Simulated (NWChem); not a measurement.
Molecule: CH₄BClO; SMILES O(C)BCl

```xyz
8

B     -0.5127     0.0594     0.0000
H     -1.7054    -0.1322     0.0000
Cl     0.0919     1.7108     0.0000
O      0.3735    -0.9376     0.0000
C     -0.0023    -2.2939     0.0000
H      0.4150    -2.7841    -0.8923
H      0.4150    -2.7841     0.8923
H     -1.0975    -2.4156     0.0000
```
Atoms are numbered in this order, from 1.

Coordinates come from a PBE0/def2-SVP optimisation. B3LYP is NWChem's, with the RPA form of VWN correlation.

Symmetry labels are those of Cs in the frame above (b1 and b2, or b-type labels, depend on it).

Q: List the 4 lowest vertical singlet excitations and the 4 lowest triplet ones from B3LYP/6-31+G* (spherical d), full TDDFT (NWChem).

A: 
```
state  energy (eV)  oscillator strength  symmetry  leading excitation (squared amplitude)
-----  -----------  -------------------  --------  --------------------------------------
S1            6.64                0.003        a"                      HOMO → LUMO (0.98)
S2            7.35                0.001        a"                    HOMO−2 → LUMO (0.98)
S3            7.41                0.177        a'                    HOMO−1 → LUMO (0.94)
S4            7.87                0.025        a'                    HOMO → LUMO+1 (0.91)
T1            6.30       spin-forbidden        a'                    HOMO−1 → LUMO (0.94)
T2            6.34       spin-forbidden        a"                      HOMO → LUMO (0.91)
T3            7.03       spin-forbidden        a"                    HOMO−2 → LUMO (0.90)
T4            7.36       spin-forbidden        a'                    HOMO−3 → LUMO (0.91)
```
